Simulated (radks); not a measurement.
The numbers below are computed, except where a source is named.
Charge is removed step by step from the 3d level of Ti3+, starting from [Ar] 3d1. Level of theory: scalar-relativistic Kohn-Sham, LDA (Slater exchange, Perdew-Wang correlation), spin-unpolarised, spherical densities, finite nucleus; Fermi nuclear charge, rms radius 3.5921 fm (a radial shooting solver on a logarithmic mesh with Libxc functionals).

removed (e)  E - E(0) (eV)  eigenvalue (eV)  E minus straight line (eV)
0                    0.000          -34.939                       0.000
0.25                 9.254          -39.116                      -1.632
0.5                 19.571          -43.445                      -2.200
0.75                30.988          -47.920                      -1.668
1                   43.542          -52.534                       0.000

Removing the whole electron costs 43.542 eV by Delta-SCF, against 34.939 eV from minus the eigenvalue at the starting occupation. Slater's transition state (half an electron removed) gives 43.445 eV. Integrating minus the eigenvalue over the occupation (Janak's theorem) gives 43.542 eV. In this scalar-relativistic scheme the density is built from large components alone, so the theorem holds only approximately. The mean slope of the eigenvalue, de/dn, is 17.6 eV per electron. Ionisation energy of Ti3+ in the NIST Atomic Spectra Database: 43.267 eV (measured).

Beside tabulated values, note that spin-unpolarised runs miss the spin-polarisation part of the exchange energy of open shells.
